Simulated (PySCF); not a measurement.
Vertical excitations of a molecule C4H12Ge from TDA-PBE0/def2-SVPD (PySCF 2.14.0), as energy in eV (oscillator strength): 7.44 (0.007), 7.95 (0.094), 8.17 (0.050), 8.29 (0.025), 8.34 (0.044), 8.38 (0.001). Lowest triplet (TDA): 7.19 eV. Coordinates come from a B3LYP-D3(BJ)/def2-SVP optimisation. Other conformers were not sampled.

Q: Which structure fits?
A) CC(C)[CH2][GeH3]
B) [CH3][Ge]([CH3])([CH3])[CH3]
C) CC[C@H](C)[GeH3]
D) [CH3][GeH2][CH](C)C

A: A, CC(C)[CH2][GeH3]
